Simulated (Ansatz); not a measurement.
Breaking a bond: GeAl (cation, charge +1), lowest singlet found (which spin is the ground state isn't settled by this scan).

Methods: RCCSDT(Q) = CCSDT(Q) on RHF/aug-cc-pVDZ, cores with 3d frozen (Ansatz, a first-principles code); RMP2 = MP2 on RHF/aug-cc-pVDZ, cores with 3d frozen (Ansatz); RKS-PBE = restricted PBE/aug-cc-pVDZ in Ansatz.

Energies are in eV, each relative to the lowest point of its own curve between 3.06 and 3.85 Å, where full CI is lowest.

| R / Å | RCCSDT(Q) | RMP2 | RKS-PBE |
|---|---|---|---|
| 3.06 | 0.002 | 0.002 | 0.010 |
| 3.26 | 0.000 | 0.000 | 0.000 |
| 3.55 | 0.096 | 0.101 | 0.094 |
| 3.85 | 0.251 | 0.263 | 0.248 |
| 4.28 | 0.492 | 0.514 | 0.479 |
| 4.74 | 0.724 | 0.753 | 0.690 |
| 5.31 | 0.939 | 0.981 | 0.879 |
| 6.03 | 1.099 | 1.167 | 1.011 |
| 7.00 | 1.196 | 1.296 | 1.073 |
| 8.24 | 1.242 | 1.364 | 1.071 |

At the longest distance, 8.24 Å, RMP2 lies highest above its minimum (1.364 eV) and RKS-PBE lowest (1.071 eV).

The scan ran from 1.75 to 8.24 Å; beyond the distances shown full CI changes its symmetry label. The restricted form behind RMP2, RKS-PBE keeps the bonding electrons paired and can't separate into open-shell fragments.
